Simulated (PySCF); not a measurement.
**Spin states and ions at one geometry of OsO2F2**

PySCF 2.14.0, UKS BP86, Os def2-SVP with ECP60, O def2-SVP, F def2-SVP; non-relativistic Hamiltonian with scalar-relativistic core potentials where named; density fitting; no spin-orbit coupling; singlets restricted, open shells unrestricted. The geometry is relaxed for charge 0, triplet, vacuum:

```xyz
5

Os    0.0000    0.0000    0.1238
O     0.9718    0.9718    1.1683
O    -0.9718   -0.9718    1.1683
F     0.9070   -0.9070   -1.2629
F    -0.9070    0.9070   -1.2629
```

Energies count from the relaxed state; an electron taken off or put on is at rest in vacuum. Charges and spins are Mulliken's.

```
                     state  energy (eV)  spin squared  charge on Os1 (e)  spin on Os1 (e)  dipole about the centre of mass (D)
 charge 0, triplet, vacuum         0.00          2.00               1.11             1.22                                 0.09
 charge 0, singlet, vacuum        -0.04          0.00               1.06             0.00                                 0.45
charge +1, doublet, vacuum         9.90          0.75               1.41             0.68                                 0.76
charge +1, quartet, vacuum        12.46          3.77               1.33             1.08                                 1.55
charge -1, doublet, vacuum        -2.29          0.76               0.65             0.57                                 0.72
charge -1, quartet, vacuum        -0.94          3.75               0.71             2.07                                 0.75
```

**Question.** What does the state charge 0, quintet, vacuum give?

**Answer.** energy (eV) 3.97, spin squared 6.01, charge on Os1 (e) 1.00, spin on Os1 (e) 1.89, dipole about the centre of mass (D) 0.79.

With an electron taken off (doublet, the lower of the two states computed) the charges change, summed by element, by Os +0.30 e, O +0.42 e, F +0.28 e. The vertical ionisation energy is 9.90 eV, against −ε(HOMO) = 6.11 eV over both spins of the relaxed state. The level lies 3.8 eV too high, as is usual for semilocal functionals and global hybrids, which keep a self-interaction error.

With an electron put on (doublet, the lower of the two states computed) the charges change, summed by element, by Os -0.46 e, O -0.32 e, F -0.22 e. The vertical electron affinity is 2.29 eV, against −ε(LUMO) = 5.90 eV over both spins of the relaxed state. The basis has no diffuse functions, which an added electron needs. The added electron's level lies above zero.

Open shells may have lower solutions than those found.
